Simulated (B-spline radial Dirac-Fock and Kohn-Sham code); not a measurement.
# As³⁺ 2p3/2: cross section and angular parameters

System: As³⁺ in the configuration [Ar] 3d10 4s2; threshold 1364.5 eV (orbital energy of the model). Method: Dirac-Hartree-Slater photoionisation with a Latter tail; cross sections with all multipoles, angular parameters from the dipole term and its interference with E2. Computed with a radial atomic solver.

The run's input, task.json:

```json
{"items": [{
  "Z": 33,
  "q": 3,
  "cfg": [[1, 0, 2], [2, 0, 2], [2, 1, 6], [3, 0, 2], [3, 1, 6], [3, 2, 10], [4, 0, 2]],
  "A": 75,
  "rrms": 4.0968,
  "do": "xps",
  "hv": [58.2, 60, 80.0, 82.3, 85.4, 93.2, 200, 238.0, 277.0, 309.0, 315.0, 340.0, 357.0, 400.0, 423.0, 446.0, 600, 920.0, 960.0, 1000, 1030.0, 1150.0, 1253.6, 1486.9, 1500.0, 1590.0, 1760.0, 1860.0, 2984.4, 15000]
}]}
```

Command: `python xray2_run.py task.json out`

For linearly polarised light dσ/dΩ = σ/(4π) [1 + β P₂(cos θ) + (δ + γ cos²θ) sin θ cos φ], with θ from the polarisation vector and φ the angle between the beam and the projection of the electron momentum on the plane normal to the polarisation.

```
hν (eV)  σ (kb)      β       γ      δ
 1486.9     368  1.105  -0.161  0.007
   1500       ?      ?       ?      ?
   1590     311  1.253  -0.133  0.010
   1760     238  1.370  -0.046  0.017
   1860     206  1.407   0.010  0.019
 2984.4    56.1  1.454   0.505  0.038
  15000   0.333  0.782   1.768  0.248
```

Problem. Give the values at 1500 eV.

Solution. σ = 360 kb, β = 1.130, γ = -0.160, δ = 0.007.
